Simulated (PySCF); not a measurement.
Job file and geometry (Å, from GFN2-xTB) of an NMR shielding run on SMILES c1cc(OC(C)=O)ccc1, C8H8O2, GIAO PBE0/pcSseg-1 NMR shielding, non-relativistic, gas phase (PySCF); density fitting, a coarse starting grid and PySCF grid level 2 are the driver's defaults:

```
{"job": {"kind": "nmr", "xc": "PBE0", "basis": "pcSseg-1"}, "charge": 0, "multiplicity": 1}
C      3.431954     0.119704     0.346891
C      2.080676    -0.365779    -0.108882
O      1.880858    -1.357590    -0.753264
O      1.127631     0.484307     0.312249
C     -0.222495     0.231843     0.092633
C     -0.786210    -1.023222     0.264203
C     -2.149336    -1.181208     0.080702
C     -2.943973    -0.101531    -0.262652
C     -2.373571     1.150306    -0.424339
C     -1.013237     1.321435    -0.249163
H      3.556343    -0.133530     1.398158
H      4.210405    -0.367742    -0.231437
H      3.495192     1.199054     0.245517
H     -0.167476    -1.864926     0.531006
H     -2.590460    -2.157529     0.211868
H     -4.006253    -0.233273    -0.403496
H     -2.987947     1.997495    -0.689812
H     -0.550861     2.288503    -0.371838
```

**Question.** What does the program print?

**Answer.** 
```
coarse grid: 15824 points
cycle   1  E = -459.3025564562  dE =  1.935e+00  |g| = 9.133e-01  |ddm| = 4.122e+00
cycle   2  E = -458.9515935681  dE =  3.510e-01  |g| = 1.648e+00  |ddm| = 1.801e+00
cycle   3  E = -459.4495420573  dE = -4.979e-01  |g| = 2.998e-01  |ddm| = 1.312e+00
cycle   4  E = -459.4662477516  dE = -1.671e-02  |g| = 8.018e-02  |ddm| = 2.678e-01
cycle   5  E = -459.4671592514  dE = -9.115e-04  |g| = 2.934e-02  |ddm| = 5.908e-02
cycle   6  E = -459.4673403989  dE = -1.811e-04  |g| = 5.795e-03  |ddm| = 2.435e-02
cycle   7  E = -459.4673470195  dE = -6.621e-06  |g| = 2.498e-03  |ddm| = 7.134e-03
final grid: 155056 points
cycle   8  E = -459.5474616409  dE = -2.446e-05  |g| = 1.428e-02  |ddm| = 4.616e-02
cycle   9  E = -459.5474052031  dE =  5.644e-05  |g| = 2.238e-02  |ddm| = 2.590e-02
cycle  10  E = -459.5475014599  dE = -9.626e-05  |g| = 2.147e-03  |ddm| = 1.596e-02
cycle  11  E = -459.5475023963  dE = -9.364e-07  |g| = 4.894e-04  |ddm| = 1.875e-03
cycle  12  E = -459.5475024328  dE = -3.658e-08  |g| = 1.921e-04  |ddm| = 4.540e-04
cycle  13  E = -459.5475024395  dE = -6.639e-09  |g| = 5.632e-05  |ddm| = 1.895e-04
cycle  14  E = -459.5475024401  dE = -6.703e-10  |g| = 2.246e-05  |ddm| = 6.698e-05
converged SCF energy = -459.5475024401

GIAO shielding tensors (ppm)
atom      isotropic    diamagn.    paramagn.     s11        s22        s33       span
  0 C      162.545     249.532     -86.987    139.339    155.301    192.994     53.655
  1 C       12.949     248.985    -236.036    -96.879     66.720     69.006    165.884
  2 O     -112.282     404.384    -516.667   -412.195   -219.719    295.067    707.262
  3 O       85.653     406.750    -321.096    -65.472    123.818    198.613    264.085
  4 C       28.727     255.595    -226.868    -67.461     42.743    110.898    178.359
  5 C       58.499     255.028    -196.528    -31.616     32.508    174.606    206.221
  6 C       52.905     254.302    -201.397    -55.687     37.507    176.895    232.583
  7 C       56.485     254.376    -197.891    -51.575     40.962    180.068    231.642
  8 C       52.452     254.291    -201.839    -57.731     38.436    176.649    234.380
  9 C       61.292     252.668    -191.376    -29.946     46.650    167.172    197.117
 10 H       29.213      27.951       1.262     26.356     27.556     33.727      7.371
 11 H       29.689      26.471       3.218     25.733     28.029     35.306      9.573
 12 H       29.372      29.064       0.309     24.888     29.218     34.011      9.122
 13 H       23.836      33.999     -10.162     19.202     22.883     29.424     10.223
 14 H       24.058      30.471      -6.413     20.642     24.568     26.964      6.322
 15 H       24.257      29.288      -5.031     20.980     25.072     26.718      5.738
 16 H       24.036      29.824      -5.787     20.628     24.607     26.873      6.245
 17 H       24.397      32.805      -8.408     20.505     24.248     28.437      7.931
```

Size and cost of the density-fitted run: 210 basis functions, 35 s wall time on 1 thread of an Arm Neoverse V1, shared host.
